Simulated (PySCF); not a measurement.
A calculated (HSE06, PySCF 2.14, ANO-RCC-VTZP, scalar relativity by spin-free X2C-1e) atom or ion has these occupied shells.

```tsv
shell	electrons	orbital energy (eV)	rms radius, mean of both spins (bohr)
1s α	1	-5916.7	0.0734
1s β	1	-5916.6	0.0734
2s α	1	-680.26	0.318
2s β	1	-678.49	0.318
2p α	3	-570.57	0.288
2p β	3	-569.07	0.288
3s α	1	-79.576	0.970
3s β	1	-74.082	0.970
3p α	3	-49.670	1.05
3p β	3	-43.750	1.05
3d α	5	-4.768	1.68
4s α	1	-4.561	3.65
```

Q: Name the element and its charge.

A: Cr (chromium, neutral), in [Ar] 3d5 4s1, high-spin 7S determinant.
